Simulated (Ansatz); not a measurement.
`[Cl][Ti]([Cl])([SeH])[SeH]`, relaxed with RKS PBE-D4/def2-SVP in Ansatz from a rough embedded geometry. The force threshold is 0.03 eV/Å; the program also tests the step.

Charge 0, multiplicity 1.

Start:

```xyz
7

Cl   -0.260    2.021    2.041
Ti   -0.140    0.759    0.069
Cl   -0.444    2.191   -1.712
Se   -1.898   -1.012   -0.034
Se    2.160   -0.343   -0.093
H    -0.951   -2.075    0.578
H     1.534   -1.541   -0.849
```

(1) By how much does the energy fall, and how many steps does the optimiser take? (Best estimate.)

(2) Which bonds change most? (Best estimate.)

(3) Give the relaxed structure. (Estimate.)

Results:

(1) Computed: 57.97 kJ/mol, in 7 steps.

(2) Computed: Cl1–Ti2 from 2.345 to 2.179 Å; Ti2–Se5 from 2.555 to 2.414 Å; Ti2–Cl3 from 2.305 to 2.179 Å; Ti2–Se4 from 2.498 to 2.413 Å.

(3) Computed: 
```xyz
7

Cl   -0.202    1.674    1.977
Ti   -0.112    0.667    0.047
Cl   -0.398    1.908   -1.721
Se   -1.796   -1.046   -0.182
Se    2.043   -0.420    0.076
H    -1.199   -1.711    1.011
H     1.663   -1.072   -1.210
```
